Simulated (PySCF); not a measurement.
**Basis-set dependence of population analyses: `C=CS[Si@H](F)S`**

Compound: C2H5FS2Si.
Structure used (PBE0-D3(BJ)/def2-SVP), in Å, numbered top down from 1:
```xyz
11
C2H5FS2Si angstrom
C     -2.0086    0.0565   -0.4033
C     -1.2423   -0.7468    0.3378
S      0.4030   -1.2858   -0.0544
Si     1.1992    0.5242   -0.8439
F      0.5731    0.8770   -2.3034
S      3.2942    0.2117   -1.0772
H     -1.6833    0.4572   -1.3674
H     -3.0046    0.3336   -0.0484
H     -1.6030   -1.1584    1.2860
H      0.8428    1.6787    0.0124
H      3.2668   -0.9739   -0.4299
```

PBE0 throughout (PySCF), one geometry, spherical d and f functions. Isolated species at its PBE0-D3(BJ)/def2-SVP geometry (one conformer only). The first 7 of 11 kinds of atom are listed.

Mulliken charges (e):

```tsv
basis	functions	C1	C2	S3	Si4	F5	S6	H7
STO-3G	47	-0.192	-0.180	-0.011	+0.568	-0.232	-0.086	+0.078
6-31G	76	-0.313	-0.452	-0.032	+0.851	-0.430	-0.270	+0.214
pcSseg-0	76	-0.393	-0.516	-0.176	+1.010	-0.460	-0.448	+0.257
6-31G*	106	-0.365	-0.320	-0.104	+0.756	-0.382	-0.314	+0.215
cc-pVDZ	121	-0.024	-0.185	-0.133	+0.572	-0.306	-0.228	+0.078
def2-SVP	121	-0.069	-0.148	-0.216	+0.707	-0.334	-0.253	+0.088
aug-cc-pVDZ	195	+0.530	+0.535	-0.103	+0.830	-0.622	-0.471	-0.418
6-311+G(2d,p)	216	-0.439	-0.013	-0.084	+0.643	-0.441	-0.219	+0.159
def2-TZVP	234	-0.296	-0.096	-0.164	+0.529	-0.312	-0.295	+0.169
cc-pVTZ	262	-0.249	-0.135	-0.133	+0.524	-0.283	-0.223	+0.139
IGLO-III	287	-0.237	-0.166	-0.221	+1.169	-0.467	-0.283	+0.116
pcSseg-2	307	-0.136	-0.077	-0.194	+0.742	-0.396	-0.225	+0.112
```

IAO charges (e):

```tsv
basis	functions	C1	C2	S3	Si4	F5	S6	H7
STO-3G	47	-0.296	-0.253	-0.018	+0.753	-0.347	-0.154	+0.127
6-31G	76	-0.316	-0.238	-0.114	+0.859	-0.495	-0.264	+0.169
pcSseg-0	76	-0.302	-0.240	-0.129	+0.865	-0.479	-0.280	+0.163
6-31G*	106	-0.307	-0.239	-0.128	+1.007	-0.523	-0.286	+0.161
cc-pVDZ	121	-0.313	-0.239	-0.121	+0.999	-0.522	-0.295	+0.163
def2-SVP	121	-0.305	-0.236	-0.123	+1.008	-0.522	-0.289	+0.158
aug-cc-pVDZ	195	-0.324	-0.242	-0.120	+1.011	-0.534	-0.304	+0.167
6-311+G(2d,p)	216	-0.324	-0.247	-0.118	+1.031	-0.540	-0.301	+0.167
def2-TZVP	234	-0.323	-0.249	-0.119	+1.047	-0.542	-0.304	+0.166
cc-pVTZ	262	-0.324	-0.246	-0.122	+1.038	-0.538	-0.307	+0.167
IGLO-III	287	-0.326	-0.249	-0.114	+1.035	-0.542	-0.298	+0.167
pcSseg-2	307	-0.323	-0.248	-0.119	+1.039	-0.541	-0.301	+0.166
```

Hirshfeld charges (e):

```tsv
basis	functions	C1	C2	S3	Si4	F5	S6	H7
STO-3G	47	-0.089	-0.043	-0.065	+0.443	-0.157	-0.109	+0.025
6-31G	76	-0.086	-0.049	-0.089	+0.369	-0.222	-0.122	+0.054
pcSseg-0	76	-0.089	-0.052	-0.076	+0.399	-0.214	-0.127	+0.044
6-31G*	106	-0.085	-0.044	-0.089	+0.343	-0.189	-0.126	+0.054
cc-pVDZ	121	-0.091	-0.050	-0.060	+0.344	-0.187	-0.112	+0.048
def2-SVP	121	-0.096	-0.052	-0.051	+0.349	-0.192	-0.108	+0.047
aug-cc-pVDZ	195	-0.102	-0.063	-0.049	+0.365	-0.207	-0.108	+0.051
6-311+G(2d,p)	216	-0.097	-0.063	-0.051	+0.359	-0.207	-0.108	+0.051
def2-TZVP	234	-0.098	-0.059	-0.052	+0.352	-0.198	-0.109	+0.050
cc-pVTZ	262	-0.097	-0.056	-0.055	+0.352	-0.193	-0.110	+0.049
IGLO-III	287	-0.105	-0.064	-0.036	+0.353	-0.201	-0.100	+0.047
pcSseg-2	307	-0.100	-0.061	-0.052	+0.366	-0.203	-0.112	+0.050
```

Which scheme is steadiest as the basis changes?

Largest range over the bases for any column: Hirshfeld 0.10 e, IAO 0.29 e, Mulliken 1.05 e. Hirshfeld charges move least and Mulliken charges most, counted in e. Without the minimal STO-3G basis the ranges are Hirshfeld 0.06, IAO 0.19, Mulliken 1.05 e.

How much do the charges still move between the two largest bases, IGLO-III and pcSseg-2?

At most, over all atoms: Mulliken 0.427 e, IAO 0.005 e, Hirshfeld 0.015 e.

What do the same runs give for the total energy, the frontier levels and the dipole moment?

```
        basis  energy (Eh)  HOMO (eV)  LUMO (eV)  μ (D)
       STO-3G   -1249.8532      -3.84       3.36   0.95
        6-31G   -1264.2197      -7.33      -0.66   3.08
     pcSseg-0   -1262.7221      -7.60      -0.85   2.93
       6-31G*   -1264.3705      -7.11      -0.51   2.26
      cc-pVDZ   -1264.4434      -7.11      -0.56   2.03
     def2-SVP   -1263.9596      -7.16      -0.59   2.03
  aug-cc-pVDZ   -1264.4671      -7.21      -0.91   1.98
6-311+G(2d,p)   -1264.5307      -7.21      -0.94   2.00
    def2-TZVP   -1264.5560      -7.19      -0.84   1.94
      cc-pVTZ   -1264.5573      -7.18      -0.76   1.92
     IGLO-III   -1264.5497      -7.14      -0.84   1.83
     pcSseg-2   -1264.5749      -7.26      -0.91   2.08
```

The dipole is fixed by the density alone, so its range of 2.13 D shows that the density itself changes with the basis, not only its division among atoms.
